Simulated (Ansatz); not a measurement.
Reaction (redistribution): `FBC[SiH3]` + `OBOCF` → `OBOBF` + `FCC[SiH3]`

Computed with Ansatz on PBE0-D4/def2-TZVP structures; ΔE is electronic, products minus reactants. CBS: MP2 limit from def2 TZ/QZ plus the TZ coupled-cluster correction, frozen cores. DFT in def2-TZVPP. HSE06 is defined as in plane-wave codes. One conformer a species, not always the lowest.

`FBC[SiH3]`:

Z-matrix (Å, degrees):
```
C
B 1 1.543
Si 1 1.888 2 110.7
H 1 1.094 2 112.5 3 -119.3
H 1 1.094 2 111.4 3 117.0
F 2 1.328 1 119.8 3 93.6
H 2 1.201 1 123.7 3 -84.0
H 3 1.486 1 109.6 2 178.4
H 3 1.487 1 110.4 2 58.6
H 3 1.486 1 110.4 2 -61.6
```

`OBOCF`:

Cartesian coordinates in Å:
```
O -1.204 0.501 1.882
B -0.262 0.502 0.917
O -0.279 -0.483 -0.036
C 0.613 -0.454 -1.089
F 0.047 0.204 -2.148
H -1.841 -0.214 1.780
H 0.582 1.349 0.920
H 0.813 -1.481 -1.403
H 1.533 0.077 -0.824
```

`OBOBF`:

Cartesian coordinates in Å:
```
O 0.078 -0.403 -1.580
B 0.837 -0.004 -0.535
O 0.333 -0.140 0.726
B -0.856 0.044 1.327
F -1.734 0.898 0.817
H 0.517 -0.299 -2.426
H 1.947 0.423 -0.674
H -1.121 -0.519 2.345
```

`FCC[SiH3]`:

Z-matrix (Å, degrees):
```
C
C 1 1.510
F 1 1.388 2 110.2
H 1 1.094 2 112.0 3 119.1
H 1 1.095 2 111.3 3 -118.9
Si 2 1.886 1 114.0 3 53.9
H 2 1.096 1 108.5 3 174.4
H 2 1.095 1 110.2 3 -69.2
H 6 1.488 2 109.5 1 50.3
H 6 1.483 2 111.9 1 -70.9
H 6 1.488 2 108.9 1 169.0
```

(1) Is it downhill or uphill in electronic energy at CCSD(T)/CBS, and by how much? (Estimate.)

(2) What do these levels give: LDA (SPW92), BLYP-D4, PBE0-D4, HSE06-D4, PBE-QIDH, BLYP, HSE06, CAM-B3LYP, HF/def2-SVP, SCS-MP2/def2-TZVPP, CCSD/def2-TZVPP, CCSD/CBS(def2)? (An estimate is asked.)

(3) What do rigid-rotor, harmonic-oscillator terms from PBE0-D4/def2-TZVP frequencies (298.15 K, 1 bar) make of the CCSD(T)/CBS value? (Best estimate.)

Largest T1 diagnostic among the species: 0.014.

## Answers

(1) Ansatz gave: Downhill: ΔE = -28.6 kcal/mol.

(2) Computed: LDA (SPW92) -26.2, BLYP-D4 -27.8, PBE0-D4 -26.7, HSE06-D4 -26.7, PBE-QIDH -27.5, BLYP -27.2, HSE06 -26.5, CAM-B3LYP -28.3, HF/def2-SVP -30.0, SCS-MP2/def2-TZVPP -28.4, CCSD/def2-TZVPP -28.1, CCSD/CBS(def2) -29.0 kcal/mol.

(3) Computed: ΔZPE = +0.3 kcal/mol, ΔH = -28.3 kcal/mol, ΔS = 2 J/(mol·K), ΔG = -28.4 kcal/mol.

Leaving LDA and LC-ωPBE aside and taking each functional with its dispersion term where it has one, the values, not all of them listed here, spread over 3.1 kcal/mol, from BHLYP-D4 to PBE-D4. At CCSD(T), def2-SVP lies −1.0 kcal/mol from the extrapolated value and def2-TZVPP +0.9 kcal/mol.
